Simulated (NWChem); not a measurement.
System: BHClF; SMILES FBCl

```xyz
4

B     -0.5420    -0.5691     0.0000
H     -1.7288    -0.7598     0.0000
F      0.2891    -1.5835     0.0000
Cl     0.1080     1.0504     0.0000
```
Atoms are numbered in this order, from 1.

Geometry: optimised at PBE0/def2-SVP. B3LYP is NWChem's, with the RPA form of VWN correlation.

Symmetry labels are those of Cs in the frame above (b1 and b2, or b-type labels, depend on it).

### Question
List the 6 lowest vertical singlet excitations from B3LYP/aug-cc-pVDZ, full TDDFT (NWChem).

### Answer
```tsv
state	energy (eV)	oscillator strength	symmetry	leading excitation (squared amplitude)
S1	6.43	0.003	a"	HOMO → LUMO (0.99)
S2	7.43	0.004	a"	HOMO−2 → LUMO (0.99)
S3	7.69	0.090	a'	HOMO−1 → LUMO (0.94)
S4	8.38	0.057	a'	HOMO → LUMO+1 (0.95)
S5	8.86	0.079	a'	HOMO → LUMO+2 (0.90)
S6	8.97	0.076	a"	HOMO−1 → LUMO+1 (0.96)
```
